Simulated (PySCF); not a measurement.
Energy landscape of H3Ga, singlet: map of symmetric stretch and umbrella angle. Scanned: Ga-H bond length and angle between the Ga-H bonds and the threefold axis (90 = planar).

Computed with restricted B3LYP/3-21G (PySCF 2.14.0).

Energy in eV above the lowest grid point; x is the Ga-H bond length (Å), y the angle between the Ga-H bonds and the threefold axis (90 = planar) (°).

```csv
y \ x,1.38,1.43,1.54,1.61,1.67,1.75,1.82,1.87,1.96
130,4.901,4.362,3.716,3.588,3.607,3.771,4.014,4.230,4.683
125.91,4.121,3.601,2.994,2.891,2.930,3.121,3.389,3.623,4.108
123,3.611,3.104,2.525,2.439,2.492,2.704,2.989,3.236,3.745
117.25,2.716,2.234,1.707,1.654,1.736,1.987,2.307,2.579,3.135
113.91,2.273,1.803,1.305,1.270,1.367,1.638,1.977,2.262,2.841
110.49,1.881,1.423,0.950,0.931,1.043,1.333,1.688,1.985,2.586
106.50,1.504,1.058,0.610,0.607,0.732,1.041,1.412,1.722,2.343
101.12,1.129,0.696,0.274,0.287,0.426,0.754,1.141,1.462,2.105
97.44,0.960,0.532,0.122,0.142,0.288,0.624,1.019,1.345,1.997
93.66,0.857,0.432,0.029,0.055,0.204,0.545,0.945,1.274,1.932
90,0.824,0.400,0.000,0.027,0.178,0.520,0.922,1.252,1.911
```

Points that lie below all their neighbours on the grid: x = 1.54, y = 90 on the edge of the grid (0.000 eV).
